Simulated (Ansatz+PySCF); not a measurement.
The numbers below are computed, except where a source is named.
**Several solutions for septet MnH2O(+)**

```xyz
4

Mn    0.0000    0.0000    0.0000
O     0.0000    0.0000    2.1800
H     0.7750    0.0000    2.7550
H    -0.7750    0.0000    2.7550
```

Basis set: def2-SVP (spherical functions). Charge 1, multiplicity 7.

PBE0 (restricted open-shell) was run from several starts with Ansatz (development build ahead of 0.2.0) and PySCF 2.14.0.

| run | program | start | converged | energy (hartree) | <S²> |
| --- | --- | --- | --- | --- | --- |
| A | Ansatz | atomic start, no search | yes | -1226.68111 | 12.00 |
| B | Ansatz | stability test followed | yes | -1226.68111 | 12.00 |
| C | Ansatz | search for the lowest state | yes | -1226.68111 | 12.00 |
| D | PySCF | program defaults | no | – | – |

Task: Which runs reached the lowest solution of this kind, and what is wrong with the others?

Result: A, B, C reached the lowest solution found. Not converged: D. Caution: other spin multiplicities were not run.
